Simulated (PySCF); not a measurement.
PySCF 2.14 output of an unrestricted CAM-B3LYP calculation on a single atom or ion in x2c-QZVPPall (13s8p7d4f2g, 118 functions), with scalar relativity by spin-free X2C-1e:

```
SCF conv_tol = 1e-09
number electrons alpha = 24  beta = 20
    T. Yanai, D. P. Tew, and N. C. Handy.,  Chem. Phys. Lett. 393, 51 (2004)
cycle= 1 E= -5044.33904304336  delta_E= -0.0186  |g|= 0.0282  |ddm|= 0.276
cycle= 2 E= -5044.33915384177  delta_E= -0.000111  |g|= 0.00616  |ddm|= 0.0631
cycle= 3 E= -5044.33915764624  delta_E= -3.8e-06  |g|= 0.00101  |ddm|= 0.0125
cycle= 4 E= -5044.33915791621  delta_E= -2.7e-07  |g|= 0.000197  |ddm|= 0.0042
cycle= 5 E= -5044.33915792714  delta_E= -1.09e-08  |g|= 0.000102  |ddm|= 0.000667
cycle= 6 E= -5044.3391579289  delta_E= -1.76e-09  |g|= 4.72e-06  |ddm|= 0.000191
cycle= 7 E= -5044.33915792891  delta_E= -1.09e-11  |g|= 3.04e-07  |ddm|= 2.86e-05
converged SCF energy = -5044.33915792891  <S^2> = 6.0010023  2S+1 = 5.0004009
```

The run itself started from symmetry-adapted Hartree-Fock orbitals and held the occupation by maximum overlap, on a logarithmic radial grid, so the iterations belong to that start.

Task: Which element, charge and spin multiplicity is this?

Result: Pd²⁺ (palladium, charge +2), multiplicity 5; the state was [Kr] 4d7 5s1, high-spin 5F determinant (an excited configuration).
